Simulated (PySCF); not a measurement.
First SCF of a structure search on quartet CuOCl₂, at a hand-made trigonal pyramidal geometry. PySCF input:

```python
from pyscf import gto, scf, dft
mol = gto.M(atom='''
Cu     0.000000    -0.616610     0.000000
O      1.719340    -0.569470    -0.000010
Cl    -0.393210     0.685060    -1.613400
Cl    -0.393220     0.685060     1.613400''',
    basis={'Cu': 'def2-TZVP', 'O': 'def2-TZVP', 'Cl': 'def2-TZVP'},
    charge=0, spin=3)
mf = dft.UKS(mol, xc='PBE0')
mf.grids.atom_grid = (50, 194)
aux = {'Cu': 'def2-universal-JKFIT', 'O': 'def2-universal-JKFIT', 'Cl': 'def2-universal-JKFIT'}
mf = mf.density_fit(auxbasis=aux)
mf.conv_tol = 1e-08
mf.diis_space = 10
mf.max_cycle = 60
mf.init_guess = 'minao'
mf.verbose = 4
mf.kernel()
```

Excerpt of the output (cycles alone):

```
init E= -2635.23837566151
cycle= 1 E= -2631.13934172759  delta_E=  4.1  |g|= 4.25  |ddm|= 1.68
cycle= 2 E= -2612.3438507707  delta_E= 18.8  |g|= 8.99  |ddm|= 7.26
cycle= 3 E= -2632.77919527421  delta_E= -20.4  |g|=  3.2  |ddm|= 6.23
cycle= 4 E= -2627.28170515175  delta_E=  5.5  |g|= 2.83  |ddm|=  7.7
cycle= 5 E= -2634.35587850316  delta_E= -7.07  |g|= 1.38  |ddm|=  7.8
cycle= 6 E= -2634.44738374967  delta_E= -0.0915  |g|= 1.92  |ddm|= 1.55
cycle= 7 E= -2635.27611307332  delta_E= -0.829  |g|= 0.823  |ddm|= 0.487
cycle= 8 E= -2635.44735692262  delta_E= -0.171  |g|= 0.217  |ddm|= 0.337
cycle= 9 E= -2635.46594548689  delta_E= -0.0186  |g|= 0.116  |ddm|= 0.108
cycle= 10 E= -2635.47388753548  delta_E= -0.00794  |g|= 0.0265  |ddm|= 0.116
cycle= 11 E= -2635.47413359687  delta_E= -0.000246  |g|= 0.0425  |ddm|= 0.0657
cycle= 12 E= -2635.47462116084  delta_E= -0.000488  |g|= 0.0288  |ddm|= 0.0143
cycle= 13 E= -2635.47527454636  delta_E= -0.000653  |g|= 0.00645  |ddm|= 0.0421
cycle= 14 E= -2635.47539065614  delta_E= -0.000116  |g|= 0.00576  |ddm|= 0.021
cycle= 15 E= -2635.47549598354  delta_E= -0.000105  |g|= 0.00356  |ddm|= 0.028
cycle= 16 E= -2635.47554128616  delta_E= -4.53e-05  |g|= 0.00197  |ddm|= 0.0197
cycle= 17 E= -2635.4755573234  delta_E= -1.6e-05  |g|= 0.00147  |ddm|= 0.0113
cycle= 18 E= -2635.47556646036  delta_E= -9.14e-06  |g|= 0.000582  |ddm|= 0.0117
cycle= 19 E= -2635.47556792974  delta_E= -1.47e-06  |g|= 0.00046  |ddm|= 0.00412
cycle= 20 E= -2635.47556846176  delta_E= -5.32e-07  |g|= 0.000232  |ddm|= 0.00196
cycle= 21 E= -2635.47556863307  delta_E= -1.71e-07  |g|= 0.000191  |ddm|= 0.00102
cycle= 22 E= -2635.47556876771  delta_E= -1.35e-07  |g|= 5.79e-05  |ddm|= 0.00178
cycle= 23 E= -2635.47556877482  delta_E= -7.11e-09  |g|= 3.39e-05  |ddm|= 0.000221
Extra cycle  E= -2635.47556877372  delta_E= 1.11e-09  |g|= 0.000104  |ddm|= 6.43e-05
converged SCF energy = -2635.47556877372  <S^2> = 3.7659429  2S+1 = 4.0079635
```

This is not the lowest solution: another start and a stability analysis within the same unrestricted form found one 8.6 kJ/mol lower, at -2635.47884 Eh.

Open d and f shells are described by one determinant, and the ground state may have another occupation or spin.

The search for the lowest solution, 3 starts and the stability check together, took 39 s on 4 threads of a shared Arm Neoverse V1 host, with 150 basis functions; the process peaked at 0.76 GiB.
